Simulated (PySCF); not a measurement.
B3LYP on He (helium, neutral), 1s1 2p1, high-spin 3P determinant (an excited configuration). All numbers are calculated (PySCF 2.14, the spin-free X2C one-electron Hamiltonian (Gaussian nucleus), in x2c-TZVPPall with one added diffuse shell each of s, p type (4s3p1d, 18 functions)).

```
cycle= 1 E= -2.04166616034778  delta_E= -0.000273  |g|= 0.00188  |ddm|= 0.0259
cycle= 2 E= -2.04166674816517  delta_E= -5.88e-07  |g|= 7.98e-05  |ddm|= 0.000767
cycle= 3 E= -2.04166674984624  delta_E= -1.68e-09  |g|= 2.99e-06  |ddm|= 6.08e-05
cycle= 4 E= -2.04166674984974  delta_E= -3.51e-12  |g|= 2.33e-07  |ddm|= 2.47e-06
converged SCF energy = -2.04166674984974  <S^2> = 2  2S+1 = 3
```

Highest occupied orbital energy: 1.968 eV; ⟨L²⟩ = 2.00; populations by l: s 1.00, p 1.00, d 0.00.

Can this result be used?

Not for this state. Self-consistency was reached. The outer electron is Rydberg-like, and this basis confines it to a smaller radius and binds it less than a complete one would. At B3LYP the highest occupied level has a positive energy, so only the finite basis holds that electron; for this excited configuration the basis is too tight for the outer shell.
